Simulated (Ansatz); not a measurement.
C2H4NO, SMILES CC([NH])=O, multiplicity 2.

Coordinates come from a ωB97X-D3(BJ)/def2-SVP optimisation. The isomer is the one that the SMILES or the coordinates give; other isomers of the formula were not compared. One conformer was computed; it need not be the lowest.

Two levels are set side by side: PBE/def2-SVPD (Ansatz, an electronic-structure program) and PBE0/def2-SVPD (Ansatz). Energy differences of separate SCF runs at the same geometry; the states with an electron removed or added have multiplicity 3 and 1. Differences are taken from unrounded values.

```tsv
quantity	PBE0	PBE	PBE minus PBE0
vertical ionisation energy (eV)	10.33	10.19	-0.15
vertical electron affinity (eV)	2.07	2.10	0.03
```

On these quantities the two levels nearly agree.
